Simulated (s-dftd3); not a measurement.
C₆H₁₅B, charge -1, doublet, at a GFN2-xTB geometry (a state made from the parent by changing its charge; the spin is typed, not shown lowest); s-dftd3 with D3(zero) for revpbe.

The s-dftd3 input:
```
$ s-dftd3 mol.xyz --zero revpbe --json dftd3.json --noedisp --grad

# file mol.xyz
22

B     -0.19978137    -0.26170281    -0.08144368
C      0.98735513     0.43979404    -0.96543347
C      1.89190619    -0.54739139    -1.72856220
H      1.65434692     1.04917240    -0.33415062
H      0.57458635     1.12709762    -1.71980173
H      1.29774661    -1.14502908    -2.42080795
H      2.37706642    -1.23211878    -1.03268588
H      2.67831123    -0.04343655    -2.30848115
C     -1.71978599     0.05363465    -0.58527780
C     -2.19850390     1.49923033    -0.31907725
H     -2.45331234    -0.61083677    -0.10260282
H     -1.82698516    -0.11985892    -1.66651244
H     -1.53619505     2.20851611    -0.81452781
H     -2.17200957     1.70806842     0.74972602
H     -3.22205742     1.68573466    -0.67607508
C      0.01094867    -0.19021484     1.54064112
C      1.06543758    -1.16737008     2.08239078
H     -0.93188535    -0.40343435     2.06420289
H      0.32048244     0.81657722     1.88459293
H      2.03108834    -0.96853106     1.61847153
H      0.78850969    -2.19579978     1.84644326
H      1.19506770    -1.09370347     3.17134023
```

What the program printed (banner, timings and long lists left out):

```
-----------------------------------
 s i m p l e   D F T - D 3  v1.4.0
-----------------------------------

Zero (Chai-Head-Gordon) damping: revpbe-D3(0)
--------------------
  s6         1.0000
  s8         1.0100
  s9         0.0000
 rs6         0.9230
 rs8         1.0000
 alp        14.0000
--------------------

Dispersion energy:      -2.4263326080138E-02 Eh

Gradient norm:           3.5748104935254E-03 Eh/a0
--------------------------------------------------
     #    Z           dE/dx      dE/dy      dE/dz
--------------------------------------------------
     1    5 B    -4.319E-04  6.193E-04  1.026E-04
     2    6 C     8.859E-04 -5.481E-04 -8.825E-04
     3    6 C    -2.732E-05  4.304E-04 -1.954E-04
     4    1 H     1.241E-05  2.310E-04 -6.058E-04
     5    1 H     6.716E-04 -6.128E-05  2.009E-05
     6    1 H     4.878E-04 -2.729E-05 -9.718E-05
     7    1 H     2.770E-04 -5.324E-06 -8.323E-04
     8    1 H    -9.818E-05 -2.657E-04  4.237E-05
     9    6 C    -5.665E-04  7.935E-04  4.745E-05
    10    6 C    -5.186E-04 -3.564E-04 -2.886E-04
    11    1 H    -6.531E-05 -8.122E-05 -4.902E-04
    12    1 H    -4.203E-04 -2.937E-04  2.289E-04
    13    1 H    -7.928E-04  3.826E-04  1.409E-04
    14    1 H    -6.733E-04  5.931E-04 -4.544E-04
    15    1 H     1.809E-04  1.509E-04  1.236E-04
    16    6 C     7.977E-04 -7.481E-04  6.899E-04
    17    6 C    -4.705E-04  1.641E-04  4.430E-04
    18    1 H     4.380E-04 -1.062E-04  3.125E-04
    19    1 H    -4.366E-05 -2.698E-04  5.223E-04
    20    1 H     1.229E-05 -4.563E-04  1.004E-03
    21    1 H     2.448E-04  6.383E-06  3.764E-04
    22    1 H     9.991E-05 -1.518E-04 -2.077E-04
--------------------------------------------------

Virial:
--------------------------------------------------
      component           x          y          z
--------------------------------------------------
          x       1.305E-02 -6.416E-03 -1.696E-04
          y      -6.416E-03  3.130E-03 -4.007E-03
          z      -1.696E-04 -4.007E-03  1.288E-02
--------------------------------------------------

[Info] JSON dump of results written to 'dftd3.json'
```
